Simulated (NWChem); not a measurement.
System: GeH4O2; SMILES [OH][GeH2][OH]

NWChem input:

```
start job
memory heap 200 mb stack 900 mb global 1100 mb
geometry units angstroms noautosym nocenter noautoz
  Ge     0.000000     0.000000     0.300590
  O     -1.455899    -0.055189    -0.714983
  O      1.455899     0.055189    -0.714983
  H     -0.081081    -1.295376     1.118910
  H      0.081081     1.295376     1.118910
  H     -1.563975     0.737331    -1.252033
  H      1.563975    -0.737331    -1.252033
end
basis spherical
  Ge library cc-pvdz
  O library cc-pvdz
  H library cc-pvdz
end
dft
  xc hfexch
  iterations 150
end
property
  shielding 4 1 2 4 6
end
task dft property
```

Parts of the log:

```
             Northwest Computational Chemistry Package (NWChem) 7.3.0
             --------------------------------------------------------

                             Geometry "geometry" -> ""
                             -------------------------

 Output coordinates in angstroms (scale by  1.889725989 to convert to a.u.)

  No.       Tag          Charge          X              Y              Z
 ---- ---------------- ---------- -------------- -------------- --------------
    1 Ge                  32.0000     0.00000000     0.00000000     0.30059000
    2 O                    8.0000    -1.45589900    -0.05518900    -0.71498300
    3 O                    8.0000     1.45589900     0.05518900    -0.71498300
    4 H                    1.0000    -0.08108100    -1.29537600     1.11891000
    5 H                    1.0000     0.08108100     1.29537600     1.11891000
    6 H                    1.0000    -1.56397500     0.73733100    -1.25203300
    7 H                    1.0000     1.56397500    -0.73733100    -1.25203300

 Effective nuclear repulsion energy (a.u.)     219.6636674780

  xc_inp: hfexch multiplicative factor not found.
                              NWChem Property Module
                              ----------------------

  itol2e modified to match energy
  convergence criterion.

                                 NWChem DFT Module
                                 -----------------

 Summary of "ao basis" -> "ao basis" (spherical)
 ------------------------------------------------------------------------------
       Tag                 Description            Shells   Functions and Types
 ---------------- ------------------------------  ------  ---------------------
 Ge                         cc-pvdz                 11       27   5s4p2d
 O                          cc-pvdz                  6       14   3s2p1d
 H                          cc-pvdz                  3        5   2s1p

  itol2e modified to match energy
  convergence criterion.

            General Information
            -------------------
          SCF calculation type: DFT
          Wavefunction type:  closed shell.
          No. of atoms     :     7
          No. of electrons :    52
           Alpha electrons :    26
            Beta electrons :    26
          Charge           :     0
          Spin multiplicity:     1
          Use of symmetry is: off; symmetry adaption is: off
          Maximum number of iterations: 150
          AO basis - number of functions:    75
                     number of shells:    35
          Convergence on energy requested:  1.00D-07
          Convergence on density requested:  1.00D-05
          Convergence on gradient requested:  5.00D-04

              XC Information
              --------------
                     Hartree-Fock (Exact) Exchange  1.000

      Superposition of Atomic Density Guess
      -------------------------------------

 Sum of atomic energies:       -2226.80168718

      Non-variational initial energy
      ------------------------------

 Total energy =   -2227.503518
 1-e energy   =   -3539.779580
 2-e energy   =    1092.612395
 HOMO         =      -0.386542
 LUMO         =       0.043534

   convergence    iter        energy       DeltaE   RMS-Dens  Diis-err
 ---------------- ----- ----------------- --------- --------- ---------
 d= 0,ls=0.0,diis     1  -2227.3480636902 -2.45D+03  8.69D-03  7.84D-01
 d= 0,ls=0.0,diis     2  -2227.4069145041 -5.89D-02  3.24D-03  2.92D-01
 d= 0,ls=0.0,diis     3  -2227.4337502311 -2.68D-02  6.19D-04  3.17D-03
 d= 0,ls=0.0,diis     4  -2227.4343125612 -5.62D-04  1.69D-04  1.06D-04
 d= 0,ls=0.0,diis     5  -2227.4343400112 -2.74D-05  4.04D-05  5.16D-06
  Resetting Diis
 d= 0,ls=0.0,diis     6  -2227.4343418299 -1.82D-06  1.39D-05  4.96D-07
 d= 0,ls=0.0,diis     7  -2227.4343420058 -1.76D-07  2.31D-06  3.01D-08
 d= 0,ls=0.0,diis     8  -2227.4343420142 -8.38D-09  1.34D-06  5.50D-09

         Total DFT energy =    -2227.434342014183
      One electron energy =    -3542.028751019027
           Coulomb energy =     1190.413021868168
    Exchange-Corr. energy =      -95.482280341299
 Nuclear repulsion energy =      219.663667477975

 Numeric. integr. density =        0.000000000000

                       DFT Final Molecular Orbital Analysis
                       ------------------------------------

 Vector   24  Occ=2.000000D+00  E=-4.828553D-01
              MO Center= -8.7D-12, -3.9D-12, -5.8D-01, r^2= 3.0D+00
   Bfn.  Coefficient  Atom+Function         Bfn.  Coefficient  Atom+Function
  ----- ------------  ---------------      ----- ------------  ---------------
    31      0.392114  2 O  px                45      0.392114  3 O  px
    34      0.309435  2 O  px                48      0.309435  3 O  px
    33     -0.158980  2 O  pz                47      0.158980  3 O  pz
    36     -0.131566  2 O  pz                50      0.131566  3 O  pz
    12     -0.094542  1 Ge px                13     -0.085209  1 Ge py

 Vector   25  Occ=2.000000D+00  E=-4.824477D-01
              MO Center=  1.0D-11,  5.0D-12, -3.5D-01, r^2= 3.1D+00
   Bfn.  Coefficient  Atom+Function         Bfn.  Coefficient  Atom+Function
  ----- ------------  ---------------      ----- ------------  ---------------
    33      0.323490  2 O  pz                47      0.323490  3 O  pz
    36      0.252413  2 O  pz                50      0.252413  3 O  pz
    32      0.220808  2 O  py                46     -0.220808  3 O  py
    35      0.183000  2 O  py                49     -0.183000  3 O  py
    14     -0.147775  1 Ge pz                56     -0.143900  4 H  s

 Vector   26  Occ=2.000000D+00  E=-4.619523D-01
              MO Center=  1.3D-12, -4.3D-13,  4.1D-01, r^2= 3.1D+00
   Bfn.  Coefficient  Atom+Function         Bfn.  Coefficient  Atom+Function
  ----- ------------  ---------------      ----- ------------  ---------------
    56     -0.275026  4 H  s                 61      0.275026  5 H  s
    13      0.255089  1 Ge py                57     -0.230282  4 H  s
    62      0.230282  5 H  s                 32     -0.194548  2 O  py
    46     -0.194548  3 O  py                35     -0.149146  2 O  py
    49     -0.149146  3 O  py                33     -0.141361  2 O  pz

 Vector   27  Occ=0.000000D+00  E= 1.579638D-01
              MO Center=  2.4D-12, -1.7D-12, -6.3D-01, r^2= 4.9D+00
   Bfn.  Coefficient  Atom+Function         Bfn.  Coefficient  Atom+Function
  ----- ------------  ---------------      ----- ------------  ---------------
    17      0.874453  1 Ge pz                30      0.523461  2 O  s
    44      0.523461  3 O  s                 67     -0.484660  6 H  s
    72     -0.484660  7 H  s                 57     -0.374711  4 H  s
    62     -0.374711  5 H  s                  5      0.249765  1 Ge s
    34      0.142697  2 O  px                48     -0.142697  3 O  px

 Vector   28  Occ=0.000000D+00  E= 1.643899D-01
              MO Center= -1.5D-12,  1.3D-12,  3.3D-01, r^2= 4.8D+00
   Bfn.  Coefficient  Atom+Function         Bfn.  Coefficient  Atom+Function
  ----- ------------  ---------------      ----- ------------  ---------------
    15      1.002434  1 Ge px                30      0.528344  2 O  s
    44     -0.528344  3 O  s                 16     -0.278924  1 Ge py
    67     -0.213840  6 H  s                 72      0.213840  7 H  s
    57     -0.150502  4 H  s                 62      0.150502  5 H  s
    12      0.139536  1 Ge px                35      0.127487  2 O  py

 Vector   29  Occ=0.000000D+00  E= 1.968579D-01
              MO Center= -6.1D-13, -1.6D-12,  8.1D-01, r^2= 4.7D+00
   Bfn.  Coefficient  Atom+Function         Bfn.  Coefficient  Atom+Function
  ----- ------------  ---------------      ----- ------------  ---------------
     5      1.650057  1 Ge s                 57     -1.300867  4 H  s
    62     -1.300867  5 H  s                 17      0.947350  1 Ge pz
    67      0.392056  6 H  s                 72      0.392056  7 H  s
     4      0.306568  1 Ge s                 30     -0.279548  2 O  s
    44     -0.279548  3 O  s                 14      0.174024  1 Ge pz

     Multipole analysis of the density
     ---------------------------------

     L   x y z        total         alpha         beta         nuclear
     -   - - -        -----         -----         ----         -------
     0   0 0 0     -0.000000    -26.000000    -26.000000     52.000000

     1   1 0 0     -0.000000     -0.000000     -0.000000      0.000000
     1   0 1 0      0.000000      0.000000      0.000000      0.000000
     1   0 0 1     -0.012203      1.965916      1.965916     -3.944036

     2   2 0 0    -25.697305    -82.162036    -82.162036    138.626768
     2   1 1 0     -3.760629     -0.432819     -0.432819     -2.894990
     2   1 0 1      0.000000      0.000000      0.000000      0.000000
     2   0 2 0    -20.882580    -18.461981    -18.461981     16.041382
     2   0 1 1      0.000000      0.000000      0.000000      0.000000
     2   0 0 2    -20.451055    -40.061132    -40.061132     59.671208

          -----------------------------------------
          Chemical Shielding Tensors (GIAO, in ppm)
          -----------------------------------------

                                NWChem CPHF Module
                                ------------------

  scftype          =     RHF
  nclosed          =       26
  nopen            =        0
  variables        =     1274
  # of vectors     =        3
  tolerance        = 0.10D-03
  level shift      = 0.00D+00
  max iterations   =       50
  max subspace     =       30

 SCF residual:    3.8678900448729100E-005

Iterative solution of linear equations
  No. of variables     1274
  No. of equations        3
  Maximum subspace       30
        Iterations       50
       Convergence  1.0D-04

   iter   nsub   residual    time
   ----  ------  --------  ---------
     1      3    7.46D-01      74.1
     2      6    8.50D-02      82.5
     3      9    1.65D-02      90.8
     4     12    3.21D-03      99.1
     5     15    5.70D-04     107.9
     6     18    1.14D-04     116.2
     7     21    3.25D-05     124.9

      Atom:    1  Ge
        Diamagnetic
   2757.9273      0.4839      0.0000
      0.4839   2752.0751      0.0000
      0.0000      0.0000   2754.8167

        Paramagnetic
  -1016.0099      8.4632      0.0000
      8.4632  -1057.2542      0.0000
      0.0000      0.0000  -1059.3486

        Total Shielding Tensor
   1741.9174      8.9471      0.0000
      8.9471   1694.8209      0.0000
      0.0000      0.0000   1695.4682

           isotropic =    1710.7355
          anisotropy =      49.2365

          Principal Components and Axis System
                 1           2           3
             1743.5598   1695.4682   1693.1785

      1         0.9836     -0.0000     -0.1806
      2         0.1806      0.0000      0.9836
      3         0.0000      1.0000     -0.0000

      Atom:    2  O
        Diamagnetic
    391.0611     -2.7900     18.2790
     -2.7900    380.4524    -10.7675
     18.2790    -10.7675    385.5044

        Paramagnetic
    -60.0989      4.1412    -32.7047
      4.1412    -83.7534      2.8603
    -32.7047      2.8603    -43.4565

        Total Shielding Tensor
    330.9622      1.3512    -14.4257
      1.3512    296.6990     -7.9072
    -14.4257     -7.9072    342.0478

           isotropic =     323.2363
          anisotropy =      44.5082

          Principal Components and Axis System
                 1           2           3
              352.9084    321.4778    295.3228

      1        -0.5502      0.8343      0.0344
      2        -0.1293     -0.1258      0.9836
      3         0.8250      0.5367      0.1771

      Atom:    3  H
        Diamagnetic
     21.7118      0.9684     -0.7447
      0.9684     36.2246    -10.4928
     -0.7447    -10.4928     28.2931

        Paramagnetic
      0.3562     -0.2799      0.3233
     -0.2799     -3.8992      2.0709
      0.3233      2.0709     -1.4444

        Total Shielding Tensor
     22.0680      0.6885     -0.4215
      0.6885     32.3254     -8.4219
     -0.4215     -8.4219     26.8487

           isotropic =      27.0807
          anisotropy =      17.1026

          Principal Components and Axis System
                 1           2           3
               38.4824     22.0317     20.7280

      1         0.0490      0.9976     -0.0488
      2         0.8082     -0.0109      0.5888
      3        -0.5869      0.0682      0.8068

      Atom:    4  H
        Diamagnetic
     27.7837     -4.6438      6.9920
     -4.6438     34.2594    -11.0599
      6.9920    -11.0599     31.8376

        Paramagnetic
     -0.3441      0.5799     -1.6470
      0.5799      0.0052      1.1118
     -1.6470      1.1118     -0.1647

        Total Shielding Tensor
     27.4395     -4.0639      5.3451
     -4.0639     34.2646     -9.9481
      5.3451     -9.9481     31.6729

           isotropic =      31.1257
          anisotropy =      21.4415

          Principal Components and Axis System
                 1           2           3
               45.4200     25.6141     22.3430

      1        -0.3450      0.8477     -0.4031
      2         0.6916      0.5199      0.5014
      3        -0.6346      0.1058      0.7656
```

Level: Hartree-Fock/cc-pVDZ, GIAO. Coordinates come from a PBE0/def2-SVP optimisation. The output numbers the shielded atoms by their place in the input's list. The printed shielding anisotropy is the first printed principal value minus the mean of the other two.
